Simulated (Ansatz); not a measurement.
Coupled-cluster diagnostics for Na₅F₄ (the lowest doublet isomer of a short search), Ansatz.

Geometry of the doublet (PBE0-D4/def2-SVP):

```xyz
9

Na   -2.7111   -0.7403   -0.2052
Na    0.6258   -2.6547    0.7096
Na   -0.0244    0.2936    0.7035
Na   -0.6016    2.3571   -1.4233
Na    2.7362    0.4418   -0.5096
F    -1.8261    1.1245   -0.3048
F     1.1454    1.7599   -0.4964
F     1.8127   -0.9632    0.6917
F    -1.1570   -1.6186    0.8344
```

Correlated methods freeze 9 core orbitals; core or outer-core shells of Na are correlated, in sets that lack core-valence functions. The structure comes from a short search, and lower isomers may exist.

(1) Estimate the CCSD(T) correlation energy, the shares of MP2 and (T), T1 and the reference's ⟨S²⟩ for: charge 0, doublet, own geometry in def2-SVP; and the rough time on 4 threads of Arm Neoverse V2 on a shared host.

Results:

(1) 
| state | basis | correlation (eV) | MP2 share (%) | (T) share (%) | T1 | ⟨S²⟩ (pure) | wall time |
| --- | --- | --- | --- | --- | --- | --- | --- |
| charge 0, doublet, own geometry | def2-SVP | -22.917 | 98.2 | 1.2 | 0.011 | 0.75 (0.75) | 4.3 min |
Customary marks for T1 are 0.02 (closed shells), 0.045 (open shells) and about 0.05 (3d metals). T1 stays under 0.02 throughout.
